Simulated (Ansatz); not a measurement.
Reaction (formal hydrolysis of the Si–Cl bond): `[SiH3]S[SiH2]Cl` + H₂O → `O[SiH2]S[SiH3]` + HCl

Gas-phase electronic energies from Ansatz, PBE0-D4/def2-TZVP geometries. CBS: MP2 limit from def2 TZ/QZ plus the TZ coupled-cluster correction, frozen cores. This one scheme is used for every species. Functionals use def2-TZVPP. B3LYP here is the variant with VWN-RPA as its local correlation; programs differ in this. One conformer a species, not always the lowest.

`[SiH3]S[SiH2]Cl`:

```xyz
9

Si    1.139   -0.541   -1.011
S     0.840   -0.528    1.115
Si   -0.980    0.554    1.151
Cl   -2.458   -0.388    0.077
H     0.658    0.740   -1.587
H     2.599   -0.690   -1.221
H     0.420   -1.674   -1.639
H    -0.817    1.896    0.550
H    -1.401    0.630    2.566
```

H₂O:

```xyz
3

O    -0.096   -0.064   -0.372
H     0.165   -0.714    0.285
H    -0.069    0.778    0.087
```

`O[SiH2]S[SiH3]`:

Z-matrix (Å, degrees):
```
Si
S 1 2.133
O 1 1.643 2 112.7
H 1 1.484 2 104.2 3 122.4
H 1 1.478 2 111.2 3 -117.0
Si 2 2.142 1 97.8 3 56.4
H 3 0.959 1 117.4 2 55.1
H 6 1.485 2 110.0 1 38.0
H 6 1.483 2 106.7 1 157.7
H 6 1.484 2 111.2 1 -83.2
```

HCl:

Z-matrix (Å, degrees):
```
Cl
H 1 1.279
```

Problem. Is it downhill or uphill in electronic energy at CCSD(T)/CBS, and by how much? (An estimate is asked.)

Solution. Ansatz gave: Nearly level: ΔE = +2.5 kJ/mol.

Problem. What do these levels give: r2SCAN-D4, ωB97M-V, B3LYP, MP2/def2-TZVPP, SCS-MP2/def2-TZVPP, HF/def2-QZVPP? (Best estimate.)

Solution. Ansatz gave: r2SCAN-D4 -0.6, ωB97M-V -0.2, B3LYP -5.4, MP2/def2-TZVPP 0.5, SCS-MP2/def2-TZVPP -3.4, HF/def2-QZVPP -9.1 kJ/mol.

Largest T1 diagnostic among the species: 0.012.

The D4 term adds +4.0 kJ/mol with B3LYP and +2.1 kJ/mol with PBE0; it sums over pairs of atoms, weighted by their polarisabilities, and B3LYP, whose exchange is more repulsive, gets the larger term. In def2-TZVPP, CCSD(T) changes the Hartree–Fock value by +5.2 kJ/mol (the triples alone add +1.3 kJ/mol) and MP2 by +9.4 kJ/mol.
